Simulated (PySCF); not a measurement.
Constitutional and geometric isomers with formula CH2B2O. All species are isolated molecules in the gas phase. One relaxed conformer stands for each flexible species; it need not be the lowest. Strings in code marks are SMILES.

Level of theory: r2SCAN-D4/def2-TZVP in PySCF. Excitations are Tamm–Dancoff values on a coarser integration grid. The basis has no diffuse functions, so Rydberg states are missing or too high.

```json
[
 {"species": "`[H]/B=C\\B=O`", "HOMO (eV)": "-6.93", "T1 excitation (TDA) (eV)": "3.25", "S1 excitation (TDA) (eV)": "3.77", "HOMO–LUMO gap (eV)": "…", "S1 oscillator strength": "0.000"},
 {"species": "`OC1B=B1` (H–O–C–B torsion 133°)", "HOMO (eV)": "-5.89", "T1 excitation (TDA) (eV)": "0.38", "S1 excitation (TDA) (eV)": "…", "HOMO–LUMO gap (eV)": "…", "S1 oscillator strength": "0.021"},
 {"species": "`C1B(O)B=1`", "HOMO (eV)": "-6.79", "T1 excitation (TDA) (eV)": "…", "S1 excitation (TDA) (eV)": "4.07", "HOMO–LUMO gap (eV)": "3.95", "S1 oscillator strength": "0.006"},
 {"species": "`C1(O)=BB1`", "HOMO (eV)": "…", "T1 excitation (TDA) (eV)": "2.61", "S1 excitation (TDA) (eV)": "3.41", "HOMO–LUMO gap (eV)": "3.40", "S1 oscillator strength": "0.006"}
]
```

**Question.** What belongs in the gaps?

**Answer.** 
- `[H]/B=C\B=O`, HOMO–LUMO gap (eV): 3.91
- `OC1B=B1` (H–O–C–B torsion 133°), S1 excitation (TDA) (eV): 2.31
- `OC1B=B1` (H–O–C–B torsion 133°), HOMO–LUMO gap (eV): 1.66
- `C1B(O)B=1`, T1 excitation (TDA) (eV): 2.53
- `C1(O)=BB1`, HOMO (eV): -6.51
